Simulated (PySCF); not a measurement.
CH7BSi2, CH6BNSi, BH6NSi2, AlBH4NSi and others (calculated)

Calculation on a computer-drawn molecule: the log of a Hartree-Fock and frozen-core CCSD(T) single point meant for a local Hartree-Fock minimum, with one planted fault or none, to be diagnosed. Offsets are logged minus clean, where the clean run is the same molecule without the fault. The reference is restricted for singlets and unrestricted otherwise, and also for a bond in bohr or an excited solution. Adding or removing an electron swaps singlet and doublet. The excited solution moves the top pair (singlet) or top alpha electron (doublet) to the lowest empty orbital. Highest occupied and lowest empty are orbital energies over both spins, largest force is the largest gradient component, triples share is (T) over the correlation energy, the T1 limit is 0.02 restricted and 0.045 unrestricted, electrons count all cores, a negative frequency is imaginary (commonest isotopes), and the dipole is about the centre of nuclear charge. Program: PySCF 2.14.0.

Common to all runs: meant basis cc-pV(D+d)Z; logged SCF converged yes; possible faults no fault, one electron removed, one electron added, multiplicity raised by two, geometry at a saddle point, SCF held on an excited solution, minimal basis STO-3G, one bond length entered in bohr, all coordinates scaled.

(1) 
```xyz
11
formula=CH7BSi2 meant_charge=0 meant_multiplicity=1 logged_electrons=46 logged_basis_functions=109 logged_spin_squared=2.0206 logged_highest_occupied=-6.9692 logged_lowest_empty=-0.33632 logged_largest_force=0.11851 logged_T1_diagnostic=0.015929 logged_D1_diagnostic=0.06247 logged_triples_share=0.02732 logged_CC_converged=yes logged_dipole_magnitude=2.7286 logged_SCF_stable_within_its_kind=yes logged_energy_HF=-644.38089 logged_energy_CCSD(T)=-644.84739 planted_fault=multiplicity_raised_by_two HF_energy_offset_from_clean_run=24.93 CCSD(T)_energy_offset_from_clean_run=46.95
B      0.0246    -0.5142    -1.8094
Si     0.9349     0.5807    -0.3773
C      1.2723     0.0234     1.2037
Si     0.9036    -1.6377     1.9514
H     -0.3236    -1.6363    -1.5919
H     -0.1753    -0.0466    -2.8945
H      1.3330     1.9599    -0.7326
H      1.7697     0.7296     1.8685
H      2.1504    -2.3056     2.4033
H      0.0247    -1.5020     3.1404
H      0.2300    -2.5211     0.9717
```

Units: logged_highest_occupied, logged_lowest_empty in eV; logged_largest_force in hartree/bohr; logged_dipole_magnitude in debye; logged_energy_HF, logged_energy_CCSD(T) in hartree; HF_energy_offset_from_clean_run, CCSD(T)_energy_offset_from_clean_run in kcal/mol.

Drawn bonds:
```
atom  other atom  order
   1           2      1
   2           3      2
   3           4      1
   1           5      1
   1           6      1
   2           7      1
   3           8      1
   4           9      1
   4          10      1
   4          11      1
```

(2) 
```xyz
10
formula=CH6BNSi meant_charge=0 meant_multiplicity=1 logged_electrons=38 logged_basis_functions=95 logged_spin_squared=0 logged_highest_occupied=-9.3261 logged_lowest_empty=0.28455 logged_largest_force=7.008e-06 logged_lowest_frequency=88.241 logged_T1_diagnostic=0.018879 logged_D1_diagnostic=0.074964 logged_triples_share=0.034078 logged_CC_converged=yes logged_dipole_magnitude=2.2436 logged_SCF_stable_within_its_kind=yes logged_energy_HF=-409.349 logged_energy_CCSD(T)=-409.90843 planted_fault=no_fault HF_energy_offset_from_clean_run=0 CCSD(T)_energy_offset_from_clean_run=0
B     -0.5798     0.5389     0.7470
Si    -1.3324    -0.6078    -0.7573
N     -1.5804    -2.1646    -0.7185
C     -1.3949    -3.2012     0.2508
H     -0.4307     1.7204     0.6108
H     -0.2760     0.0398     1.7916
H     -1.6810     0.0871    -2.0103
H     -2.3493    -3.6976     0.4526
H     -0.9813    -2.8693     1.2122
H     -0.7282    -3.9711    -0.1503
```

Units: logged_highest_occupied, logged_lowest_empty in eV; logged_largest_force in hartree/bohr; logged_lowest_frequency in cm⁻¹; logged_dipole_magnitude in debye; logged_energy_HF, logged_energy_CCSD(T) in hartree; HF_energy_offset_from_clean_run, CCSD(T)_energy_offset_from_clean_run in kcal/mol.

Drawn bonds:
```
atom  other atom  order
   1           2      1
   2           3      2
   3           4      1
   1           5      1
   1           6      1
   2           7      1
   4           8      1
   4           9      1
   4          10      1
```

(3) 
```xyz
10
formula=BH6NSi2 meant_charge=0 meant_multiplicity=1 logged_electrons=46 logged_basis_functions=104 logged_spin_squared=0.6902 logged_highest_occupied=-9.8618 logged_lowest_empty=0.35372 logged_largest_force=0.020257 logged_T1_diagnostic=0.058474 logged_D1_diagnostic=0.26251 logged_triples_share=0.036818 logged_CC_converged=yes logged_dipole_magnitude=3.651 logged_SCF_stable_within_its_kind=yes logged_energy_HF=-660.34317 logged_energy_CCSD(T)=-660.85091 planted_fault=one_bond_length_entered_in_bohr,row_5_of_the_drawn_bonds HF_energy_offset_from_clean_run=74.48 CCSD(T)_energy_offset_from_clean_run=74.64
B      0.1523    -0.2848     1.8471
Si     1.2359    -0.2039     0.1387
N      0.5512    -0.0442    -1.2563
Si     0.4888     0.1015    -2.9439
H     -0.1271     0.7145     2.4443
H     -0.5768    -2.2646     2.6644
H      2.7032    -0.3099     0.3500
H      1.8273     0.0739    -3.5957
H     -0.1579     1.3795    -3.3352
H     -0.3044    -1.0053    -3.5358
```

Units: logged_highest_occupied, logged_lowest_empty in eV; logged_largest_force in hartree/bohr; logged_dipole_magnitude in debye; logged_energy_HF, logged_energy_CCSD(T) in hartree; HF_energy_offset_from_clean_run, CCSD(T)_energy_offset_from_clean_run in kcal/mol.

Drawn bonds:
```
atom  other atom  order
   1           2      1
   2           3      2
   3           4      1
   1           5      1
   1           6      1
   2           7      1
   4           8      1
   4           9      1
   4          10      1
```

Notes: T1 above single-reference limit.

(4) 
```xyz
8
formula=AlBH4NSi meant_charge=1 meant_multiplicity=1 logged_electrons=42 logged_basis_functions=32 logged_spin_squared=0 logged_highest_occupied=-11.747 logged_lowest_empty=0.81039 logged_largest_force=0.034096 logged_T1_diagnostic=0.02668 logged_D1_diagnostic=0.080781 logged_triples_share=0.042828 logged_CC_converged=yes logged_dipole_magnitude=3.6787 logged_SCF_stable_within_its_kind=yes logged_energy_HF=-604.85894 logged_energy_CCSD(T)=-605.07594 planted_fault=minimal_basis_STO-3G HF_energy_offset_from_clean_run=4519 CCSD(T)_energy_offset_from_clean_run=4649
B      1.6948     1.8267    -0.7105
Si     0.4603     0.4179     0.0648
N     -1.0480     0.2127    -0.4328
Al    -2.6210    -0.0834    -0.8733
H      1.7219     2.9155    -0.2252
H      2.3771     1.5577    -1.6507
H      0.9897    -0.4472     1.1329
H     -4.0785    -0.3399    -1.2970
```

Units: logged_highest_occupied, logged_lowest_empty in eV; logged_largest_force in hartree/bohr; logged_dipole_magnitude in debye; logged_energy_HF, logged_energy_CCSD(T) in hartree; HF_energy_offset_from_clean_run, CCSD(T)_energy_offset_from_clean_run in kcal/mol.

Drawn bonds:
```
atom  other atom  order
   1           2      1
   2           3      2
   3           4      1
   1           5      1
   1           6      1
   2           7      1
   4           8      1
```

Notes: T1 above single-reference limit.

(5) 
```xyz
9
formula=CH5B2Si meant_charge=0 meant_multiplicity=2 logged_electrons=35 logged_basis_functions=90 logged_spin_squared=3.7732 logged_highest_occupied=-5.9814 logged_lowest_empty=0.071978 logged_largest_force=0.087169 logged_T1_diagnostic=0.018519 logged_D1_diagnostic=0.06302 logged_triples_share=0.029795 logged_CC_converged=yes logged_dipole_magnitude=4.2557 logged_SCF_stable_within_its_kind=yes logged_energy_HF=-378.90103 logged_energy_CCSD(T)=-379.31331 planted_fault=multiplicity_raised_by_two HF_energy_offset_from_clean_run=44 CCSD(T)_energy_offset_from_clean_run=63.23
B      0.8973     0.2949    -0.4625
Si    -1.0473     0.4558    -0.1137
B     -2.1929    -1.0592     0.3892
C     -2.9837    -2.1436     0.7429
H      1.4305    -0.7725    -0.3683
H      1.5440     1.2561    -0.7663
H     -1.7216     1.7647    -0.2275
H     -3.1390    -2.4336     1.7776
H     -3.4883    -2.7571     0.0027
```

Units: logged_highest_occupied, logged_lowest_empty in eV; logged_largest_force in hartree/bohr; logged_dipole_magnitude in debye; logged_energy_HF, logged_energy_CCSD(T) in hartree; HF_energy_offset_from_clean_run, CCSD(T)_energy_offset_from_clean_run in kcal/mol.

Drawn bonds:
```
atom  other atom  order
   1           2      1
   2           3      1
   3           4      2
   1           5      1
   1           6      1
   2           7      1
   4           8      1
   4           9      1
```

(6) 
```xyz
8
formula=B2FH4Si meant_charge=0 meant_multiplicity=2 logged_electrons=37 logged_basis_functions=85 logged_spin_squared=0.7556 logged_highest_occupied=-4.4853 logged_lowest_empty=-2.8043 logged_largest_force=0.023271 logged_dipole_magnitude=3.2362 logged_SCF_stable_within_its_kind=no logged_energy_HF=-439.91717
B     -0.4391     2.3174     0.3687
Si     0.5716     0.8389     1.2162
B      2.0424    -0.2110     0.3213
F      2.3858     0.0880    -0.9300
H     -0.1839     2.6411    -0.7560
H     -1.3045     2.8967     0.9609
H      0.2680     0.4304     2.6061
H      2.6415    -1.1057     0.8517
```

Units: logged_highest_occupied, logged_lowest_empty in eV; logged_largest_force in hartree/bohr; logged_dipole_magnitude in debye; logged_energy_HF in hartree.

Drawn bonds:
```
atom  other atom  order
   1           2      1
   2           3      1
   3           4      1
   1           5      1
   1           6      1
   2           7      1
   3           8      1
```

Notes: coupled-cluster numbers left out as unreliable.

Question: Which fault was planted in the run of B2FH4Si (entry 6)?
Answer: SCF held on an excited solution

Further results for B2FH4Si (entry 6):

```
HF energy offset from clean run : 88.39 kcal/mol
```
